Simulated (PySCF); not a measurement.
## Relaxation of triplet RuH₃⁺

All numbers come from UPBE0/[Ru def2-TZVP with ECP28, H def2-TZVP], scalar-relativistic core potentials, density fitting, no spin–orbit coupling, PySCF. A (50,194) grid was used.

A start displaced from a saddle point along its imaginary mode, of Cs symmetry, held to at least that symmetry:

```xyz
4
charge 1 multiplicity 3, angstrom
Ru    0.0008    0.0000   -0.0034
H     1.5541    0.0000    0.1200
H    -0.8168    1.3474    0.1140
H    -0.8168   -1.3474    0.1140
```

(1) What forces act on the atoms at the start (eV/Å)?

(2) What does it relax to?

(3) How much energy is released, and in how many steps?

Answers

(1) 
```json
{"atom": "Ru1", "Fx": "0.01", "Fy": "0.00", "Fz": "-0.49"}
{"atom": "H2", "Fx": "-0.09", "Fy": "0.00", "Fz": "0.17"}
{"atom": "H3", "Fx": "0.04", "Fy": "-0.09", "Fz": "0.16"}
{"atom": "H4", "Fx": "0.04", "Fy": "0.09", "Fz": "0.16"}
```

(2) It ends at Cs with H–H 0.901 Å, Ru–H 1.548 Å, Ru–H 1.653 Å (×2); H–H–Ru 74.2° (×2), H–Ru–H 31.6°, H–Ru–H 80.4° (×2) (after a last refinement on a finer grid). A frequency run shows 1 imaginary mode, down to 271i cm⁻¹, so it is a saddle point. Other isomers or separated fragments may lie lower.

(3) 157.1 kJ/mol in 23 steps.

With open d or f shells other occupations or spin states may lie lower.
